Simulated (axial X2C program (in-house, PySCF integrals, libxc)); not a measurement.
**Spin–orbit effects down a group: molecules with B, PW91**

Computed with an in-house relativistic program for diatomic molecules, spin-free (one-electron X2C) or two-component (2c: spin–orbit coupling with atomic mean-field Coulomb and Gaunt terms, which also bring small scalar terms), in Dyall basis sets with cores contracted in-house; open shells are unrestricted.

Basis sets: B dyall-v3z, H dyall-v3z, Na dyall-cv3z, Rb dyall-cv3z.

```tsv
molecule	spin-free state	Re (Å)	ωe (cm⁻¹)	De (eV)	2c state	Re 2c (Å)	ωe 2c (cm⁻¹)	De 2c (eV)
BH	M_S = 0, Λ = 0	1.248	2252.8	3.54	Ω = 0	1.248	2252.7	3.54
NaB	M_S = 1, Λ = 1	2.493	324.5	0.99	Ω = 2	2.494	324.5	0.99
RbB	M_S = 1, Λ = 1	2.967	238.0	1.04	Ω = 2	2.968	237.8	1.03
```

(1) Work out the shifts from the spin-free to the two-component result.

Each entry is the lowest single determinant of a limited PBE0 search at one distance. De goes to single-determinant-based atoms at the same level (for ions the charge split of lowest energy) and is withheld (n/a) where an atom does not fit its ground term or J level. Main or longest-lived isotopes. One determinant is a doubtful description, or other states lie close, for NaB, RbB; these need not be ground states, and all values refer to the states named. Some open-shell Ω = 0 determinants are out of reach, so the Ω given for NaB, RbB need not be the lowest component. With several unpaired electrons the Ω given is that of one determinant, not necessarily of the lowest component. Some light 2c atoms are not at their ground J level, so De misses part of their lowering (0.04 eV or less). The functionals have no current term, which raises determinants with orbital currents. Where the atoms have a lower orbital projection than the molecule, De at mean-field level may be about a tenth of an eV too small.

Answers

(1) 

| molecule | 2c state | ΔRe (Å) | Δωe (cm⁻¹) | ΔDe (eV) |
| --- | --- | --- | --- | --- |
| BH | Ω = 0 | 0.000 | -0.1 | 0.00 |
| NaB | Ω = 2 | 0.001 | 0.0 | 0.00 |
| RbB | Ω = 2 | 0.001 | -0.2 | -0.01 |

Shifts of one unit in the last digit are rounding.
